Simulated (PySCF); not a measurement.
A set of runs on `N[SiH2][SiH2]O`; the geometry of each is named by its level. Settings lines and outputs come from a driver script.

H7NOSi2.
Numbering: `[NH2:1][SiH2:2][SiH2:3][OH:4]` (hydrogens: H5, H6 on N1; H7, H8 on Si2; H9, H10 on Si3; H11 on O4)

Step 1: PBE0-D3(BJ)/def2-SVP geometry optimisation, gas phase (PySCF 2.14.0) (from the GFN2-xTB geometry)
```json
{"job": {"xc": "PBE0", "basis": "def2-SVP", "d3": "d3bj", "grid": 1, "kind": "geom"}, "charge": 0, "multiplicity": 1}
```
```
step   0  E = -712.54045766  max force = 0.019948
step   1  E = -712.54762104  max force = 0.005909
step   2  E = -712.54849691  max force = 0.002072
step   3  E = -712.54853616  max force = 0.000779
step   4  E = -712.54856274  max force = 0.000809
step   5  E = -712.54858790  max force = 0.001820
step   6  E = -712.54860628  max force = 0.003032
step   7  E = -712.54863328  max force = 0.002201
step   8  E = -712.54866185  max force = 0.000318
step   9  E = -712.54866236  max force = 0.000206
optimisation converged
```

Final energy -712.54866 Eh after 9 steps; dipole 2.48 D. Energies in Eh; «max force» is the largest Cartesian gradient component in Eh/bohr.

The run took 29 s on one thread of an Arm Neoverse V1, on a shared host.

Step 2: TDDFT B3LYP/def2-SVPD, vertical, gas phase, core orbitals frozen in the response (PySCF 2.14.0, density-fitted response routines) (on the PBE0-D3(BJ)/def2-SVP geometry)
```json
{"job": {"kind": "uv", "xc": "B3LYP", "basis": "def2-SVPD", "ip": true}, "charge": 0, "multiplicity": 1}
```
```
...
Static polarisability (au): isotropic 70.962, principal 63.170 69.308 80.407
Singlet excitations
state   eV       nm        f      main configurations
  1   5.2874    234.5   0.00219   H->L 0.98
  2   6.0082    206.4   0.01389   H-1->L 0.75, H->L+1 0.22
  3   6.1832    200.5   0.00341   H->L+1 0.76, H-1->L 0.22
  4   6.7945    182.5   0.01648   H->L+2 0.91
  5   6.8450    181.1   0.01396   H-1->L+1 0.76, H-2->L 0.17
  6   6.9233    179.1   0.00618   H-2->L 0.76, H-1->L+1 0.18
  7   6.9978    177.2   0.11355   H->L+3 0.94
  8   7.3248    169.3   0.03508   H->L+4 0.89
  9   7.5021    165.3   0.00956   H-1->L+2 0.78, H->L+5 0.13
 10   7.6444    162.2   0.03614   H->L+5 0.33, H-3->L 0.17, H-1->L+3 0.16
Triplet excitations (Tamm-Dancoff, eV): 4.9504 5.5896 5.7930 6.3598
Vertical ionisation energy (delta-SCF) = 9.2593 eV
```

HOMO -7.11 eV, LUMO -0.80 eV; lowest singlet 5.29 eV; lowest triplet 4.95 eV (Tamm–Dancoff); mean polarisability 71.0 au.

The run took 46 s wall on an Arm Neoverse V1 with one thread, shared host.

Step 3: delta-SCF UKS SCAN, pcX-2 on the ionised atom, pcseg-1 elsewhere, spin-free X2C (PySCF 2.14.0) (on the PBE0-D3(BJ)/def2-SVP geometry)
```json
{"job": {"kind": "xps"}, "charge": 0, "multiplicity": 1}
```
```
...
ground state, core basis on atom 0 (N), 130 functions
  E(ground) = -714.39255256 Eh
hole in N 1s of atom 0
  E(ion) = -699.51692037 Eh   <S^2> = 0.7648   hole on atom = 1.000   binding energy = 404.787 eV
ground state, core basis on atom 1 (Si), 141 functions
  E(ground) = -714.43486113 Eh
hole in Si 1s of atom 1
  E(ion) = -646.57895072 Eh   <S^2> = 0.7524   hole on atom = 1.000   binding energy = 1846.453 eV
hole in Si 2p of atom 1
  E(ion) = -710.50709879 Eh   <S^2> = 0.7518   hole on atom = 1.002   binding energy = 106.880 eV
  2p3/2 = 106.659 eV   2p1/2 = 107.282 eV
ground state, core basis on atom 2 (Si), 141 functions
  E(ground) = -714.43749834 Eh
hole in Si 1s of atom 2
  E(ion) = -646.56678334 Eh   <S^2> = 0.7524   hole on atom = 1.000   binding energy = 1846.856 eV
hole in Si 2p of atom 2
  E(ion) = -710.49534843 Eh   <S^2> = 0.7517   hole on atom = 1.002   binding energy = 107.271 eV
  2p3/2 = 107.029 eV   2p1/2 = 107.653 eV
ground state, core basis on atom 3 (O), 130 functions
  E(ground) = -714.40967820 Eh
hole in O 1s of atom 3
  E(ion) = -694.62205720 Eh   <S^2> = 0.7618   hole on atom = 1.000   binding energy = 538.449 eV
```

N1s of N1 404.79 eV; Si1s of Si2 1846.45 eV; Si2p of Si2 106.87 eV (mean of the 2p shell); Si1s of Si3 1846.86 eV; Si2p of Si3 107.24 eV (mean of the 2p shell); O1s of O4 538.45 eV. SCF cycles are left out; they run on a coarse grid, and E(ground) and E(ion) are re-evaluated on a finer one. For a 2p shell the printed binding energy is that of one 2p hole without spin–orbit coupling; the 2p3/2 and 2p1/2 values follow from a further step that adds the ground-state splitting of the three 2p orbitals and a mean-field spin–orbit operator, and the shell mean corrects the one hole to the average of the three. The log counts atoms from 0, this text from 1.

Time: 28 s wall. Hardware: Arm Neoverse V1, one thread, on a shared host.

Geometry of the electronic-property runs (PBE0-D3(BJ)/def2-SVP):
```
atom  x, y, z in Å
N1    -2.0947   -0.1755   -0.9306
Si2   -0.9657   -0.1990    0.3891
Si3    1.1992   -0.1074   -0.5195
O4     2.3380    0.2192    0.6648
H5    -2.0033    0.5412   -1.6423
H6    -3.0736   -0.3777   -0.7571
H7    -1.0860    0.9198    1.3971
H8    -1.1851   -1.4624    1.1592
H9     1.2121    0.9299   -1.6083
H10    1.5985   -1.4074   -1.1291
H11    2.1225    0.9413    1.2622
```

One conformer stands for the species.
